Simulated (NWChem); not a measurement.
# H$_{2}$ cation, doublet

All runs: NWChem. Pople sets run with spherical d functions. Spin-unrestricted. Coordinates come from a PBE-D3(BJ)/def2-SVP, spin-unrestricted optimisation. No stability test was run on the SCF state. Solvent water, SMD (1 M gas to 1 M solution), gas-phase geometry. Reactions with the solvent are ignored.

Taking M06-2X/6-311++G** as the yardstick, which of these has the fewest basis functions while keeping “solvation free energy (kcal/mol)” within 0.5 kcal/mol of it: M06-2X/6-311G**; M06-2X/6-31G*; M06-2X/3-21G; M06-2X/STO-3G; M06-2X/6-31+G*?

M06-2X/6-311G**.
| level | basis functions | solvation free energy (kcal/mol) |
|---|---|---|
| M06-2X/STO-3G | 2 | -113.9 |
| M06-2X/3-21G | 4 | -114.0 |
| M06-2X/6-31G* | 4 | -114.1 |
| M06-2X/6-31+G* | 4 | -114.1 |
| M06-2X/6-311G** | 12 | -113.0 |
| M06-2X/6-311++G** | 14 | -113.0 |

The yardstick is one finite set, not the basis-set limit.
